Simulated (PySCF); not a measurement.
# Correlation energy of I⁺ (iodine, charge +1)

[Kr] 4d10 5s1 5p5, high-spin 3P determinant (an excited configuration). All numbers are calculated (PySCF 2.14, the spin-free X2C one-electron Hamiltonian (Gaussian nucleus), in x2c-QZVPPall with one added diffuse shell each of s, p, d, f type (14s10p8d5f1g, 128 functions)). Frozen: [Kr] 4d10; 6 electrons correlated.

MP2 pair energies summed by pair of shells (mhartree):

```csv
pair,energy,share (%)
5p-5p,-116.83,87.9
5s-5p,-16.09,12.1
```

Total MP2 correlation energy: -132.92 mhartree.

Same-spin part -23.44 and opposite-spin part -109.48 mhartree; SCS-MP2 scales them by 1/3 and 6/5 to -139.19 mhartree.
